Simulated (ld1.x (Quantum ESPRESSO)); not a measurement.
**iodine: from the effect back to the setting (TM)**

Base potential:

```json
{
  "Element": "iodine",
  "Generator": "ld1.x (Quantum ESPRESSO) 7.5",
  "Type": "norm-conserving Troullier–Martins (Kleinman–Bylander form)",
  "Functional": "PBEsol",
  "Relativity": "fully relativistic",
  "Frozen core": "[Kr]",
  "Valence charge": "17",
  "Reference configuration": "4d10 5s2 5p5",
  "Partial waves": "5s (bound): rc 1.30 bohr; 5p (bound): rc 1.45 bohr; 4d (bound): rc 1.35 bohr",
  "Local potential": "the d channel",
  "Core correction": "Bessel-smoothed model core, default radius (core density twice the valence density)"
}
```

Open shells are filled in proportion to 2j + 1 (rel_dist='average').

Cutoffs, loose and tight: the cutoffs (Ry, on a coarse ladder) from which the occupation-weighted sum of valence levels, in a spherical-Bessel basis at the reference potential, stays within 10 and 1 mRy of its value at 400 Ry. They do not see the model core or the augmentation charge, which bear on the density cutoff. Test errors are all-electron minus pseudo excitation energies from the reference, over the configurations 4d10 5s2 5p4; 4d10 5s2 5p3; 4d10 5s2 5p2; 4d10 5s1 5p5; 4d10 5s1 5p6; 4d9 5s2 5p5; 4d10 5s2 5p1; variants that change the core or the reference have their own tests.

Only the d radius is moved (3 further runs of the sweep failed or gave no value and are left out):

```json
{"d radius (bohr)": "0.86", "cutoff, loose": "160 Ry", "cutoff, tight": "260 Ry", "bound ghosts": "s, p1/2, p3/2", "largest test error (meV)": "-355", "median size of the test errors": "6.0 meV"}
{"d radius (bohr)": "0.98", "cutoff, loose": "140 Ry", "cutoff, tight": "230 Ry", "bound ghosts": "s, p1/2, p3/2", "largest test error (meV)": "-398", "median size of the test errors": "7.4 meV"}
{"d radius (bohr)": "1.26", "cutoff, loose": "140 Ry", "cutoff, tight": "230 Ry", "bound ghosts": "s, p3/2, p1/2", "largest test error (meV)": "-445", "median size of the test errors": "14.9 meV"}
{"d radius (bohr)": "1.42", "cutoff, loose": "140 Ry", "cutoff, tight": "230 Ry", "bound ghosts": "s, p3/2, p1/2", "largest test error (meV)": "-505", "median size of the test errors": "22.7 meV"}
{"d radius (bohr)": "1.52", "cutoff, loose": "140 Ry", "cutoff, tight": "230 Ry", "bound ghosts": "s, p3/2, p1/2", "largest test error (meV)": "-558", "median size of the test errors": "27.8 meV"}
{"d radius (bohr)": "1.66", "cutoff, loose": "140 Ry", "cutoff, tight": "230 Ry", "bound ghosts": "s, p3/2, p1/2", "largest test error (meV)": "-629", "median size of the test errors": "36.2 meV"}
```

**Question.** One more run gave cutoff, loose: 140 Ry; cutoff, tight: 230 Ry; bound ghosts: s, p1/2, p3/2; largest test error (meV): -418; median size of the test errors: 8.7 meV. Which value of the d radius was used?

**Answer.** 1.14 bohr. The median size of the test errors moves one way along this sweep, from 6.0 meV at 0.86 to 36.2 meV at 1.66 bohr, which places the run between 0.98 and 1.26 bohr.
